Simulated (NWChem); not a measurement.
System: BBr2F; SMILES FB(Br)Br

All runs: NWChem. Structure relaxed at the PBE0/def2-SVP level. Level PBE0/def2-SVPD: energy and gradient; each run changes one setting, and changes count from the defaults (medium grid, exact Coulomb integrals, symmetry on).

```tsv
setting	size of the energy change (μHa)	largest change of a gradient component (μHa/bohr)
defaults	< 10	< 30
tight SCF thresholds and tolerances	< 10	< 30
extra-fine grid	< 10	< 30
coarse grid	10	200
symmetry off	< 10	other frame
Becke weights	< 10	50
```
